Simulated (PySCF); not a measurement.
How methods differ on the excitation energy of Ga

Ga [Ar] 3d10 4s2 4p1 (2P) → Ga [Ar] 3d10 4s1 4p1 5s1 (4P), as a difference of total energies. All numbers are calculated (PySCF 2.14, a scalar-relativistic core potential, in aug-cc-pV5Z-PP with ECP10MDF (8s7p6d4f3g2h, 136 functions)). Correlated levels: valence: 3s2 3p6 3d10 frozen. The calculations carry no spin-orbit coupling.

```csv
method,excitation energy (eV)
UHF,7.242
LDA,9.273
PBE,8.942
PBE0,8.687
r2SCAN,8.833
PW91,8.982
M06-L,9.254
BP86,9.065
MP2 (valence),8.086
SCS-MP2 (valence),8.336
```

Q: How much does correlation contribute at MP2 (valence)?

A: 8.086 − (7.242) = 0.844 eV, measured against UHF.

The upper state lies above the first ionisation limit, but in LS coupling its spin forbids autoionisation to the ground ion. A Rydberg-like electron needs more diffuse functions than a valence basis has.

The promoted electron is Rydberg-like, and one or two diffuse shells describe it only roughly, which tends to raise the upper state.
